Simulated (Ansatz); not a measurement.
Consider the cleavage of the As–Sn bond: `[F][SnH2][AsH2]` + `S[S][GeH3]` → `[GeH3][S]S[AsH2]` + `[F][SnH3]`.

Isolated molecules relaxed with PBE0-D4/def2-TZVP in Ansatz; ΔE leaves out vibrations. CCSD(T)/CBS is the MP2 limit (def2-TZVPP, def2-QZVPP) plus CCSD(T) − MP2 in def2-TZVPP, frozen cores. DFT in def2-TZVPP. B3LYP here is the variant with VWN-RPA as its local correlation; programs differ in this. HSE06 is defined as in plane-wave codes. def2 core potentials past Kr. For As, Ge, Sn outer-core shells are correlated without core-valence functions, which leaves a few kJ/mol of doubt a bond. Scalar relativity is left out up to krypton. One conformer a species, not always the lowest.

`[F][SnH2][AsH2]`:

Z-matrix (Å, degrees):
```
Sn
As 1 2.592
F 1 1.931 2 104.0
H 1 1.707 2 113.0 3 -112.6
H 1 1.706 2 117.0 3 113.5
H 2 1.526 1 89.7 3 174.4
H 2 1.523 1 91.1 3 -94.0
```

`S[S][GeH3]`:

Z-matrix (Å, degrees):
```
Ge
S 1 2.234
H 1 1.534 2 109.0
H 1 1.536 2 108.7 3 120.6
H 1 1.537 2 106.1 3 -120.0
S 2 2.058 1 99.3 3 -57.9
H 6 1.347 2 98.3 1 -89.0
```

`[GeH3][S]S[AsH2]`:

```xyz
9

Ge   -1.538    0.730   -0.972
S    -1.333   -0.097    1.091
S     0.630    0.416    1.443
As    1.715   -1.351    0.559
H    -0.508    0.031   -1.872
H    -2.972    0.420   -1.429
H    -1.278    2.242   -0.931
H     2.968   -0.541    0.241
H     2.316   -1.849    1.871
```

`[F][SnH3]`:

Cartesian coordinates in Å:
```
F -0.332 1.436 -1.034
Sn 0.023 -0.100 0.072
H -0.102 -1.430 -0.981
H -1.183 -0.059 1.270
H 1.594 0.153 0.673
```

Is it downhill or uphill in electronic energy at CCSD(T)/CBS, and by how much? (Best estimate.)

The calculation gave: Uphill: ΔE = +9.8 kcal/mol.

What do these levels give: LDA (SPW92), BLYP-D4, r2SCAN-D4, B97M-V, B3LYP-D4, HSE06-D4, ωB97X-V, PBE, r2SCAN0, LC-ωPBE, SCS-MP2/def2-QZVPP, CCSD/CBS(def2)? (Estimate.)

The calculation gave: LDA (SPW92) 8.4, BLYP-D4 7.2, r2SCAN-D4 8.6, B97M-V 5.9, B3LYP-D4 8.0, HSE06-D4 8.6, ωB97X-V 8.5, PBE 9.0, r2SCAN0 9.5, LC-ωPBE 9.3, SCS-MP2/def2-QZVPP 8.7, CCSD/CBS(def2) 10.4 kcal/mol.

Largest T1 diagnostic among the species: 0.014.

Leaving LDA and LC-ωPBE aside and taking each functional with its dispersion term where it has one, the values, not all of them listed here, spread over 3.2 kcal/mol, from B97M-V to r2SCAN0-D4. The D4 term adds −1.7 kcal/mol with B3LYP and −0.9 kcal/mol with PBE0; it sums over pairs of atoms, weighted by their polarisabilities, and B3LYP, whose exchange is more repulsive, gets the larger term. In def2-TZVPP, CCSD(T) changes the Hartree–Fock value by −1.3 kcal/mol (the triples alone add −0.6 kcal/mol) and MP2 by −1.5 kcal/mol.
